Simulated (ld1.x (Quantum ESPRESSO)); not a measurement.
## Building the TM potential for aluminium (Al) (PBE, scalar-relativistic).

aluminium, norm-conserving Troullier–Martins (Kleinman–Bylander form), made with ld1.x (Quantum ESPRESSO) 7.5 (PBE, scalar-relativistic). Core [Ne], reference 3s1.5 3p0 (charge +1.5). Waves: 3s (bound): rc 1.40 bohr; 3p (bound, empty): rc 1.95 bohr. Local part: all-electron potential smoothed inside 1.15 bohr (lloc = -1). Core correction: none.

All-electron outer shells of the reference configuration (PBE, scalar-relativistic, ld1.x):

```csv
shell,level (eV),outermost node (bohr),outermost maximum (bohr)
3s,-19.20,0.79,1.96
3p,-13.04,0.81,2.28
```

Task: Estimate the cutoffs (Ry, on a coarse ladder) from which the occupation-weighted sum of valence levels, in a spherical-Bessel basis at the reference potential, stays within 10 and 1 mRy of its value at 400 Ry.

Result: 35 Ry and 80 Ry.

Task: What does a ghost test show?

Result: No extra level below or beside the all-electron valence levels (s, p, d, f tested). The logarithmic derivative shows an extra or strongly shifted pseudo pole above the reference energy (s near -0.50 Ry).

Task: Tests: 3s2 3p1; 3s2 3p0; 3s1 3p0; 3s2 3p0.5; 3s2 3p1.3; 3s1 3p1; 3s1 3p2. Which has the largest error in its energy relative to the reference configuration, and how large is it?

Result: 3s2 3p1.3, with +34 meV (all-electron minus pseudo) on -14.83 eV.
